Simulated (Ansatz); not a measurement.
Basis sets compared for CrO3. Charge 0, multiplicity 1. Geometry PBE0-D4/def2-TZVP. Ansatz on 2 threads of Arm Neoverse V2 on a shared host; times are rough, and most runs start from earlier orbitals.

```xyz
4

Cr   -0.017    0.164    0.199
O     0.694    1.022   -0.897
O    -1.514   -0.180   -0.089
O     0.836   -1.006    0.788
```

The restricted singlet is unstable towards broken spin symmetry in Hartree–Fock (as tested in another run); at PBE-D4/def2-SVP, PBE-D4/def2-TZVPD, r2SCAN-D4/def2-TZVP, r2SCAN-D4/def2-TZVPD and others this wasn't settled.

Binding counts from free atoms (Cr septet, O triplet) in the same basis, without a counterpoise term.

| level | functions | energy (Eh) | HOMO (eV) | LUMO (eV) | binding per atom (eV) | wall time |
| --- | --- | --- | --- | --- | --- | --- |
| PBE-D4/def2-SVP | 73 | -1269.4291 | -7.44 | -5.93 | 4.35 | 0.85 s |
| PBE-D4/def2-TZVP (with forces) | 138 | -1269.8541 | -7.66 | -6.10 | 4.26 | 1.9 s |
| r2SCAN-D4/def2-TZVP | 138 | -1270.1413 | -8.06 | -6.08 | 3.76 | 3.3 s |
| PBE0-D4/def2-SVP | 73 | -1269.3250 | -9.30 | -5.22 | 3.20 | 1.1 s |
| PBE0-D4/def2-TZVP | 138 | -1269.7541 | -9.38 | -5.27 | 3.22 | 2 s |

(1) Estimate the rows for PBE-D4/def2-TZVPD, r2SCAN-D4/def2-TZVPD, PBE0-D4/def2-TZVPD.

Answers

(1) 
| level | functions | energy (Eh) | HOMO (eV) | LUMO (eV) | binding per atom (eV) | wall time |
| --- | --- | --- | --- | --- | --- | --- |
| PBE-D4/def2-TZVPD | 168 | -1269.8564 | -7.69 | -6.14 | 4.26 | 1.9 s |
| r2SCAN-D4/def2-TZVPD | 168 | -1270.1435 | -8.07 | -6.08 | 3.76 | 4 s |
| PBE0-D4/def2-TZVPD | 168 | -1269.7564 | -9.40 | -5.28 | 3.22 | 2.7 s |
